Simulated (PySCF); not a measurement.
Ga(Cl)2(vinyl) (C2H3Cl2Ga), SMILES [CH]([Ga]([Cl])[Cl])=C. Atoms are numbered in the order given.

```xyz
8

Ga     0.1331     0.0620     0.0000
Cl     0.6240     2.1455     0.0000
Cl    -1.9642    -0.3956     0.0000
C      1.4191    -1.3724     0.0000
C      1.0012    -2.6483     0.0000
H      2.4931    -1.1481     0.0000
H      1.7071    -3.4890     0.0000
H     -0.0644    -2.9089     0.0000
```

The structure is a stationary point at r2SCAN-D4/def2-SVP. The structure was generated by enumeration; whether it is a known compound was not checked. Other conformers were not sampled.

These are PySCF with PBE0/pcSseg-1 values and carry that method's errors.

GIAO shieldings, no solvent; atoms listed in one row are averaged. δ = σ(ref) − σ: ³⁵Cl against HCl (σ = 945.9 ppm); ¹³C against TMS (σ = 186.3 ppm); ¹H against TMS (σ = 31.56 ppm), references at their B3LYP-D3(BJ)/def2-TZVP geometries, non-relativistic (without spin–orbit terms, shifts of atoms bonded to Cl or Br come out too high).

```csv
nucleus,atoms,count,δ (ppm)
³⁵Cl,Cl2,1,77.9
³⁵Cl,Cl3,1,45.8
¹³C,C5,1,159.2
¹³C,C4,1,144.4
¹H,H7,1,7.36
¹H,H8,1,7.13
¹H,H6,1,6.78
```
